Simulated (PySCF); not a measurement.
**Scalar relativity in Al³⁺ (aluminium, charge +3)**

[Ne], closed-shell 1S; PBE calculated with PySCF 2.14 in dyall-av3z, once non-relativistic with a point nucleus and once with spin-free X2C-1e and a Gaussian nucleus.

```json
{"shell": "1s", "ε non-rel. (eV)": "-1543.3", "rms r non-rel. (bohr, spins averaged)": "0.1398"}
{"shell": "2s", "ε non-rel. (eV)": "-142.15", "rms r non-rel. (bohr, spins averaged)": "0.6835"}
{"shell": "2p", "ε non-rel. (eV)": "-104.13", "rms r non-rel. (bohr, spins averaged)": "0.6724"}
```

(1) How does scalar relativity move these shells?

The total energy goes from -240.2641 to -240.7041 hartree.

Relativity contracts and stabilises s shells directly. The contracted s shells screen the nucleus better, so for spin-averaged p shells the direct and indirect effects partly cancel.

Answers

(1) 1s: ε -1546.2 eV, radius -0.33 %; 2s: ε -142.61 eV, radius -0.27 %; 2p: ε -104.12 eV, radius -0.05 %.
